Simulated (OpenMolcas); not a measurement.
Cr4+ with 5 ligands (fluoride, chloride on the axis) in trigonal bipyramidal coordination (D3h) at 1.8 Å, the axial distance 2.356 Å. A charge of +0.2 e stands 3.2 Å behind each ligand. Ligand basis ANO-RCC-VDZP.

```json
{"Program": "OpenMolcas", "Method": "CASSCF", "Basis": "ANO-RCC-VTZP [6s5p3d2f1g]", "Scalar Hamiltonian": "DKH2, point nucleus", "Active space": "2 electrons in 5 orbitals (3d)", "State averaging": "2S+1 = 3 even, 10 roots; 2S+1 = 1 even, 15 roots", "Spin-orbit coupling": "RASSI with atomic mean-field integrals over the reference wave functions"}
```

**Question.** What is the spin-free ground state (labels of D3, the rotations of D3h)?

**Answer.** 3A2, 1-fold in its orbital part; it has the highest spin that d2 allows.

**Question.** Where is the first state of the same spin?

**Answer.** 3A1 at 7010 cm-1 above the ground state.

**Question.** What are the lowest two levels with spin-orbit coupling?

**Answer.** A 1-fold level A1, then a 2-fold level E 10.9 cm-1 above it. Their leading multiplicities are 3 (100 %) and 3 (100 %).

**Question.** What is χT at 300 K, and how does it compare with the textbook value?

**Answer.** The lowest level has 2S+1 = 3, for which the spin-only value is χT = S(S+1) / 2 = 1.000 cm3 K/mol (g = 2). The computed 0.963 at 300 K differs by -0.037, through orbital momentum, spin-orbit coupling and any other state in reach.

Without dynamic correlation the repulsion within the d shell is too large (B by tens of per cent), so at a given field states of lower spin stand too high. The least metal-like active orbital is 75 % on the metal (Löwdin) and no ligand orbital is active, so the numbers are rough. Ligand-to-metal charge-transfer states are missing. With no ligand orbital active B as a rule stays too high, so bands that hang on it stand too high and its fall with covalency is understated. With metal d orbitals alone and no dynamic correlation the field as a rule comes out too small, by tens of per cent, by up to half for chloride and softer ligands. No measured value stands beside these numbers; the geometry was imposed, not optimised, and the real ion may take another.
